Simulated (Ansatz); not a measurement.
Species: GeBr$_{2}$, charge 1, doublet. GeBr2+ (parent SMILES [Br][Ge][Br], doublet).
B3LYP-D3(BJ)/def2-TZVP minimum from Ansatz (a first-principles code):
```
Ge
Br 1 2.2626
Br 1 2.2626 2 120.69
```
Charge +1, spin multiplicity 2.

Hartree-Fock and CCSD correlation energies in hartree (Ansatz). Open shells are spin-unrestricted; no spin-orbit coupling. Cores are frozen in correlated methods (noble-gas shells, and filled d and f shells in the p block). No relativity. Spin-orbit terms, left out, reach several kcal/mol for Br and I, and more for heavier atoms. The UHF reference of Br2Ge+ (parent SMILES [Br][Ge][Br], doublet) is spin-contaminated (<S^2> up to 0.03 over the pure value in the sets run). The spin of Br2Ge+ (parent SMILES [Br][Ge][Br], doublet) was assumed, and the state is the lowest solution found for it.

| basis | X | E(HF) | E(corr, CCSD) |
|---|---|---|---|
| cc-pVTZ | 3 | -7220.10256 | -0.41594 |
| cc-pVQZ | 4 | -7220.11191 | -0.45266 |
| cc-pV5Z | 5 | -7220.11280 | withheld |

Question: Fit E(corr) = E∞ + A/X³ to X = 3 and 4, predict X = 5, and compare with the run.

Answer: A = (-0.41594 - (-0.45266))/(1/27 - 1/64) = 1.7149; E∞ = -0.45266 - A/64 = -0.47946; at X = 5, E∞ + A/125 = -0.46574. The run gave -0.46576, 0.02 mEh below the prediction. The same form on X = 4 and 5 gives E∞ = -0.47950, 0.05 mEh below the first estimate.
